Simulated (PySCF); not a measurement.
How methods differ on the ionisation energy of Ga²⁺

Ga²⁺ [Ar] 3d10 4s1 (2S) → Ga³⁺ [Ar] 3d10 (1S), as a difference of total energies. Calculation: PySCF 2.14, in dyall-av2z (16s12p8d, 92 functions); no relativity, point nucleus. The calculations carry no spin-orbit coupling.

| method | ionisation energy (eV) | difference from reference (eV) |
| --- | --- | --- |
| UHF | 29.187 | -1.539 |
| LDA | 31.378 | +0.652 |
| PBE | 31.067 | +0.341 |
| PBE0 | 30.685 | -0.041 |
| r2SCAN | 30.780 | +0.054 |
| HSE06 | 30.763 | +0.037 |
| B97-3 | 30.474 | -0.252 |
| wB97X-V | 30.378 | -0.348 |
| BP86 | 31.094 | +0.368 |

Reference: 30.726 eV (measured; NIST Atomic Spectra Database, ionization energies).

These non-relativistic numbers lack the scalar-relativistic shift.
